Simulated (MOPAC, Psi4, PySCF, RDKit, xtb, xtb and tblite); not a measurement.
Two geometries of SMILES C(B)B(O)O, relaxed at GFN2-xTB with one dihedral held; other torsions can differ between them too.

Structure A

```
11

B     -1.4096     0.1235    -0.7428
C     -0.7013    -0.6196     0.4378
B     -1.1947    -0.2584     1.9170
O     -1.4529    -1.2627     2.7806
O     -1.3591     1.0191     2.3601
H     -1.8372     1.2062    -0.5959
H     -1.5474    -0.3980    -1.7808
H     -0.6565    -1.6979     0.2979
H      0.3399    -0.2760     0.3907
H     -1.7430    -0.9687     3.6454
H     -1.2038     1.7032     1.7112
```

Structure B

```
11

B      1.5168     0.0327    -0.6537
C      0.5984    -0.5851     0.4419
B     -0.8037     0.2054     0.3688
O     -1.0950     1.1074     1.3240
O     -1.7165     0.0018    -0.6203
H      2.2107     0.9399    -0.4040
H      1.4706    -0.3674    -1.7552
H      0.9905    -0.4646     1.4482
H      0.3895    -1.6417     0.2722
H     -1.9421     1.5422     1.2147
H     -1.4756    -0.6263    -1.2985
```

Q: Which is lower in energy at the level DF-MP2 (frozen core)/cc-pVTZ // GFN2-xTB run with Psi4 1.11, and by how much?

A: B is lower, by 1.73 kcal/mol (dihedral H6–B1–C2–B3: 30° in A, 90° in B).

E(B) − E(A) in kcal/mol at the other levels, on the same two geometries: GFN2-xTB (xtb and tblite) -1.98; PBE/def2-TZVP // GFN2-xTB (Psi4) -1.89; PBE-D3(BJ)/def2-TZVP // GFN2-xTB (Psi4) -1.93; wB97M-V/def2-TZVP // GFN2-xTB (Psi4) -1.53; HF/cc-pVTZ // GFN2-xTB (Psi4) -0.95; UFF // GFN2-xTB (RDKit) -0.44; PM7, restricted, heats of formation // GFN2-xTB (MOPAC) -1.40; PM6, restricted, heats of formation // GFN2-xTB (MOPAC) -0.96; GFN1-xTB // GFN2-xTB (xtb) -2.15; restricted B3LYP/6-31G*, spherical d // GFN2-xTB (PySCF) -1.80; restricted B3LYP/LANL2DZ // GFN2-xTB (PySCF) -1.53; restricted Hartree-Fock/STO-3G // GFN2-xTB (PySCF) -1.71; restricted B3LYP/3-21G // GFN2-xTB (PySCF) -2.01.
